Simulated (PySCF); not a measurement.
Field gradients at the hydrogen positions

Compound: C₆H₉NO.
Z-matrix (Å and degrees, GFN2-xTB geometry), rows numbered from 1:
```
C 
C   1  1.5152
O   2  1.2108  1  123.80
N   2  1.3563  1  113.37  3   179.90
C   4  1.4355  2  123.09  1  -179.68
C   5  1.5104  4  117.14  2   134.86
C   6  1.3294  5   93.94  4   119.52
C   7  1.5040  6   94.80  5    -1.52
H   1  1.0859  2  109.16  3    -0.07
H   1  1.0881  2  110.18  3   119.91
H   1  1.0881  2  110.09  3  -120.01
H   4  1.0079  2  119.78  1    -0.17
H   5  1.0924  4  106.77  2     3.77
H   6  1.0744  5  131.26  4   -61.35
H   7  1.0746  6  134.22  5   177.04
H   8  1.0886  5  114.09  4    -4.03
H   8  1.0883  5  115.34  4   123.70
```

Level: PBE0/pcSseg-1 (PySCF, non-relativistic); Q(2H) = 0.00286 b; rigid geometry, the same for H and D, with no vibrational averaging.

Question: Rank these positions by the coupling χzz of a deuteron there, largest first.
A. H13 (methine hydrogen)
B. H12 (amide N–H hydrogen)
C. H11 (methyl hydrogen)
D. H15 (vinylic hydrogen)

Answer: B (274 kHz), D (230 kHz), C (210 kHz), A (195 kHz).

Q: Give the electric field gradient Vzz (the principal value of largest size), its asymmetry and the 2H coupling at each hydrogen.

A: 
```tsv
atom	bonded to	bond length (Å)	Vzz (au)	η	χzz (kHz)
H9	C1	1.086	0.3143	0.01	211
H10	C1	1.088	0.3133	0.03	211
H11	C1	1.088	0.3131	0.03	210
H12	N4	1.008	0.4082	0.20	274
H13	C5	1.092	0.2899	0.05	195
H14	C6	1.074	0.3437	0.03	231
H15	C7	1.075	0.3427	0.03	230
H16	C8	1.089	0.3131	0.02	210
H17	C8	1.088	0.3136	0.01	211
```

Q: Average by the element that carries the hydrogen.

A: on C: 214 kHz over 8 positions, mean bond length 1.085 Å; on N: 274 kHz over 1 position, mean bond length 1.008 Å.

Q: How does χzz go with the bond length over the 8 C–H bonds?

A: A straight-line fit has a slope of -16.9 kHz for each 0.01 Å, with a correlation coefficient of -0.96, over lengths from 1.074 to 1.092 Å. The longer bonds have the smaller couplings here.

Isolated species at its GFN2-xTB geometry (one conformer only). GFN2-xTB bond lengths can be off by several hundredths of an ångström, more for odd bonds, and the gradients follow them. The basis is small and wasn't made for field gradients, so the couplings can be 20 % off.
